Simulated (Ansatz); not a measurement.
`N[SiH](N)[Ga]([F])[Cl]` + NH₃ → `N[SiH](N)N` + `[F][GaH][Cl]`  (cleavage of the Si–Ga bond)

Computed with Ansatz on PBE0-D4/def2-TZVP structures; ΔE is electronic, products minus reactants. CCSD(T)/CBS adds triple-zeta CCSD(T) − MP2 to the extrapolated MP2 energy (def2 sets, frozen cores). This one scheme is used for every species. DFT in def2-TZVPP. B3LYP here is the variant with VWN-RPA as its local correlation; programs differ in this. For Ga outer-core shells are correlated without core-valence functions, which leaves a few kJ/mol of doubt a bond. Scalar relativity is left out up to krypton. Each species was taken in one conformer, which may not be the lowest.

`N[SiH](N)[Ga]([F])[Cl]`:

```xyz
11

N     0.301   -1.394    0.821
Si   -0.322   -0.383   -0.397
N    -1.913    0.099   -0.012
Ga    1.392    1.325   -0.435
F     1.381    2.849   -1.308
Cl    3.204    1.138    0.734
H    -0.145   -2.252    1.104
H     1.251   -1.321    1.144
H    -0.443   -0.941   -1.773
H    -2.138    0.545    0.862
H    -2.568    0.336   -0.740
```

NH₃:

Z-matrix (Å, degrees):
```
N
H 1 1.013
H 1 1.013 2 107.1
H 1 1.013 2 107.1 3 -114.5
```

`N[SiH](N)N`:

Z-matrix (Å, degrees):
```
Si
N 1 1.716
N 1 1.716 2 123.1
N 1 1.711 2 104.0 3 117.3
H 1 1.491 2 103.6 3 -116.5
H 2 1.006 1 120.2 3 83.5
H 2 1.007 1 121.2 3 -64.5
H 3 1.006 1 120.2 2 -83.5
H 3 1.007 1 121.2 2 64.5
H 4 1.006 1 120.0 2 -171.6
H 4 1.006 1 120.0 2 41.7
```

`[F][GaH][Cl]`:

```xyz
4

F    -1.229    1.114    0.467
Ga    0.106    0.051    0.106
Cl   -0.306   -1.316   -1.464
H     1.428    0.150    0.891
```

(1) Is it downhill or uphill in electronic energy at CCSD(T)/CBS, and by how much? (An estimate is asked.)

(2) What do these levels give: B3LYP-D4, CAM-B3LYP-D4, revPBE, BLYP, r2SCAN, CAM-B3LYP, LC-ωPBE, CCSD/def2-SVP, CCSD(T)/def2-SVP, MP2/def2-TZVPP, HF/def2-QZVPP, MP2/CBS(def2)? (Best estimate.)

Largest T1 diagnostic among the species: 0.013.

## Answers

(1) Computed: Downhill: ΔE = -39.9 kJ/mol.

(2) Computed: B3LYP-D4 -32.0, CAM-B3LYP-D4 -43.6, revPBE -20.2, BLYP -28.6, r2SCAN -37.9, CAM-B3LYP -47.6, LC-ωPBE -45.2, CCSD/def2-SVP -44.4, CCSD(T)/def2-SVP -41.7, MP2/def2-TZVPP -48.3, HF/def2-QZVPP -65.8, MP2/CBS(def2) -43.8 kJ/mol.

From r2SCAN to r2SCAN0 (25 % exact exchange), in def2-TZVPP and without D4, ΔE moves by −5.5 kJ/mol. The D4 term adds +5.3 kJ/mol with B3LYP and +3.3 kJ/mol with PBE0; it sums over pairs of atoms, weighted by their polarisabilities, and B3LYP, whose exchange is more repulsive, gets the larger term.
